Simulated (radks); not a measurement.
The numbers below are computed, except where a source is named.
Question: All-electron atom: Cs3+ in [Kr] 4d10 5s2 5p(up 2.25, down 1.75) (fractional occupations, a model configuration). Level of theory: scalar-relativistic Kohn-Sham, r2SCAN, spin-polarised, spherical densities, finite nucleus; meta-GGA in the generalised Kohn-Sham scheme; Fermi nuclear charge, rms radius 4.8041 fm (a radial shooting solver on a logarithmic mesh with Libxc functionals). Some entries of the table are withheld. Estimate them.

orbital,occ.,eigenvalue (eV),<r^2> (bohr^2),r(max) (bohr)
1s up,1,-35889.47,0.0009255,0.01678
1s down,1,-35889.43,0.0009255,0.01678
2s up,1,-5673.057,0.01483,0.09483
2s down,1,-5673.050,0.01483,0.09483
2p up,3,-5088.986,0.01178,0.07620
2p down,3,-5088.959,0.01178,0.07620
3s up,1,-1210.186,0.1018,0.2721
3s down,1,-1210.165,0.1018,0.2721
3p up,3,-1021.055,0.1020,0.2663
3p down,3,-1021.026,0.1020,0.2663
3d up,5,-743.8126,0.08837,0.2207
3d down,5,-743.7817,0.08836,0.2207
4s up,1,-255.1047,0.5448,0.6427
4s down,1,-255.0385,0.5449,0.6428
4p up,3,-194.2623,(1),0.6727
4p down,3,-194.2024,(2),0.6728
4d up,5,-105.3420,0.8096,0.7198
4d down,5,-105.2583,0.8078,0.7199
5s up,1,-55.0270,(3),(4)
5s down,1,-54.4337,(5),(6)
5p up,2.25,-40.1627,4.107,1.716
5p down,1.75,-39.5745,4.122,1.715

Answer: 
(1) 4p up <r^2> (bohr^2): 0.6211
(2) 4p down <r^2> (bohr^2): 0.6210
(3) 5s up <r^2> (bohr^2): 3.170
(4) 5s up r(max) (bohr): 1.525
(5) 5s down <r^2> (bohr^2): 3.171
(6) 5s down r(max) (bohr): 1.524
